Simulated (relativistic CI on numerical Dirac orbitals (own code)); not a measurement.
# Tc25+: computed level list

These numbers are calculated, not measured: Dirac-Coulomb-Breit CI, orbitals from a KLI potential per configuration, QED by a radiative potential, unscaled Slater integrals (own radial code, finite nucleus).

CI space (outside the closed core [Ne]): 3s2 3p6, 3s2 3p5 3d, 3s 3p6 3d, 3s2 3p5 4s, 3s2 3p5 4p, 3s2 3p5 4d, 3s 3p6 4s, 3p6 3d 4p, 3s2 3p5 4f, 3s 3p6 4p, 3s 3p6 4d, 3s 3p6 4f, 3s2 3p5 5s, 3s2 3p5 5p, 3s2 3p5 5d, 3s2 3p5 5f, 3s2 3p5 5g, 3s 3p6 5s, 3s 3p6 5p, 3s 3p6 5d, 3s2 3p5 6s, 3s2 3p5 6p, 3p6 3d2, 3p5 3d3, 3p5 3d2 4s, 3p5 3d2 4p, 3p5 3d2 4d, 3p6 3d 4s, 3p5 3d 4s2, 3p5 3d 4s 4p, 3p5 3d 4s 4d. Double excitations out of closed p, d and f shells are left out; levels of such configurations are missing from the list, as are those of other unlisted configurations, and high levels can miss mixing partners. These lack a partner that the ground configuration has and come out too high: 3s2 3p5 4f, 3s2 3p5 5s, 3s2 3p5 5p, 3s2 3p5 5d, 3s2 3p5 5f.

```
No.  Configuration  Term  J  E (10³ cm⁻¹)    %  Next component (%)  Lifetime (s)
  1        3s2 3p6    1S  0           0.0  100                                  
  2     3s2 3p5 3d   3P°  0         922.0  100                                  
  3     3s2 3p5 3d   3P°  1         945.2   89              11 3D°      2.85e-08
  4     3s2 3p5 3d   3F°  3         986.2   68              24 1F°      1.00e+00
  5     3s2 3p5 3d   3P°  2         989.8   54              37 3D°      5.80e-04
  6     3s2 3p5 3d   3F°  4        1001.5  100                          2.02e-02
  7     3s2 3p5 3d   1D°  2        1024.0   45              30 3F°      4.15e-04
  8     3s2 3p5 3d   3D°  3        1072.4   65              35 1F°      2.37e-04
  9     3s2 3p5 3d   3D°  1        1135.9   82               9 3P°      2.82e-11
 10     3s2 3p5 3d   3F°  2        1185.9   60              32 1D°      7.50e-06
 11     3s2 3p5 3d   3D°  2        1237.5   49              27 3P°      7.61e-06
 12     3s2 3p5 3d   1F°  3        1252.8   41              31 3F°      5.41e-06
 13     3s2 3p5 3d   1P°  1        1432.8   92               7 3D°      1.31e-12
 14      3s 3p6 3d    3D  1        1969.1  100                          4.54e-12
 15      3s 3p6 3d    3D  2        1981.6   96                4 1D      4.52e-12
 16      3s 3p6 3d    3D  3        2011.9  100                          4.53e-12
 17      3s 3p6 3d    1D  2        2087.5   96                4 3D      4.64e-12
 18        3p6 3d2    3F  2        4003.9   92                8 1D              
 19        3p6 3d2    3F  3        4037.3  100                                  
 20        3p6 3d2    3F  4        4066.0   92                8 1G              
 21        3p6 3d2    3P  0        4080.0   94                6 1S              
 22        3p6 3d2    1D  2        4087.7   51               43 3P              
 23        3p6 3d2    3P  1        4099.0  100                                  
 24        3p6 3d2    1G  4        4130.6   92                8 3F              
 25        3p6 3d2    3P  2        4136.3   57               41 1D              
 26        3p6 3d2    1S  0        4259.3   94                6 3P              
 27    3p5 3d3(4F)   5F°  2        4886.0   41              41 5D°              
 28    3p5 3d3(4F)   5D°  1        4888.5   62              27 5F°              
 29    3p5 3d3(4F)   5F°  3        4895.6   50              36 5D°              
 30    3p5 3d3(4F)   5D°  0        4896.5   96               4 3P°              
 31    3p5 3d3(4F)   5F°  4        4910.6   54              26 5D°              
 32    3p5 3d3(4P)   5S°  2        4915.9   78              10 5P°              
 33    3p5 3d3(4F)   5F°  5        4933.0   52              42 5G°              
 34    3p5 3d3(4F)   5D°  2        4936.0   35              31 3F°              
 35    3p5 3d3(4F)   5F°  1        4938.0   41              31 5D°              
 36    3p5 3d3(4P)   5D°  3        4939.0   36              23 3F°              
 37    3p5 3d3(4P)   5D°  4        4945.0   50              21 5G°              
 38    3p5 3d3(4F)   5G°  6        4958.8   83              15 3H°              
 39    3p5 3d3(4F)   3G°  3        4967.2   59              20 3F°              
 40    3p5 3d3(4F)   3G°  4        4979.2   51              15 3F°              
 41     3s2 3p5 4s   3P°  2        4982.2  100                          1.32e-09
 42    3p5 3d3(4F)   5F°  5        4986.2   34              34 5G°              
 43    3p5 3d3(2G)   3F°  2        4986.8   42              24 3D°              
 44    3p5 3d3(2P)   3P°  2        4996.2   31              23 5F°              
 45     3s2 3p5 4s   1P°  1        4998.2   61              39 3P°      7.36e-13
```

Energies count from the lowest computed level; ° marks odd parity; lifetimes are radiative, by E1, M1, E2, M2, E3 decay to levels of this space only; some are left blank where a channel outside the calculation adds to the decay or the decay crosses a small, uncertain gap. Percentages are summed over parent terms; the parents shown are those of the largest component, closed shells are left out there.

The mean weight of the leading LS term, summed over parents, in these 45 levels is 70 %, and that of the leading jj configuration (from the same eigenvectors) 75 %.

At this charge energies of transitions that change n are usually good to better than 1 %, and those within a shell (Δn = 0) to a few per cent.

LS names give the leading component of a level, which can be under half, so a name can repeat, a term be missing and a line seem to break the LS rules.
